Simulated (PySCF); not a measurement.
Compound: C3NNa.
Numbering: `[N:1]#[C:2][C:3]#[C:4][Na:5]`

Level of theory: PySCF 2.14.0, PBE0-D3(BJ)/def2-SVP geometry optimisation, gas phase.

Q: What internal coordinates does the optimisation give?

A: 
| bond | length (pm) |
| --- | --- |
| N1≡C2 | 116.6 |
| C2–C3 | 137.4 |
| C3≡C4 | 123.8 |
| C4–Na5 | 224.1 |

A selection of angles:
| angle | degrees |
| --- | --- |
| N1–C2–C3 | 179.9 |
| C2–C3–C4 | 179.8 |
| C3–C4–Na5 | 179.9 |

The 2 C–C bonds span 1.238 Å (C3≡C4, drawn triple) to 1.374 Å (C2–C3, drawn single), a spread of 0.136 Å.

Point group: C∞v (tolerance 0.08 Å). Not checked by PBE0-D3(BJ)/def2-SVP frequencies.


Compound: C₃H₃Cl.
Bonds: C1–C2 (double), C2–C3 (double), C3–Cl4. Hydrogens: H5, H6 on C1; H7 on C3.

Method: PBE0-D3(BJ)/def2-TZVP geometry optimisation, gas phase in PySCF 2.14.0.

Task: List the bond lengths and angles at this level.

Result: 
```tsv
bond	length (bohr)
C1=C2	2.453
C2=C3	2.452
C3–Cl4	3.268
C1–H5, C1–H6	2.052
C3–H7	2.045
```

Bonds in one row agree within 0.02 bohr and their mean is given. A selection of angles:
```tsv
angle	degrees
C2–C1–H5	121.0
H5–C1–H6	117.6
C1–C2–C3	179.1
C2–C3–Cl4	123.0
C2–C3–H7	123.0
Cl4–C3–H7	114.0
```

The 4 heavy atoms lie in one plane (0.000 Å rms).

Point group: Cs (tolerance 0.08 Å). Whether it is a minimum is left open (no frequencies).


Species: C₃H₇F.
Numbering: `[CH3:1][CH:2]([CH3:3])[F:4]` (hydrogens: H5, H6, H7 on C1; H8 on C2; H9, H10, H11 on C3)

Computed with PBE0-D3(BJ)/def2-SVP geometry optimisation, gas phase in PySCF.

Task: What internal coordinates does the optimisation give?

Result: 
```
                  bond  length (Å)   order
          C1–C2, C2–C3       1.511  single
                 C2–F4       1.386  single
C1–H5 and 5 like bonds       1.100  single
                 C2–H8       1.106  single
```

Bonds in one row agree within 0.01 Å and their mean is given. Orders are formal, as drawn. A selection of angles:
```
   angle  degrees
C2–C1–H5    110.4
C2–C1–H6    110.8
H5–C1–H6    108.4
C1–C2–C3    113.9
C1–C2–F4    108.5
C1–C2–H8    109.6
F4–C2–H8    106.6
```

Point group: Cs (tolerance 0.08 Å). PBE0-D3(BJ)/def2-SVP frequencies: not computed here.
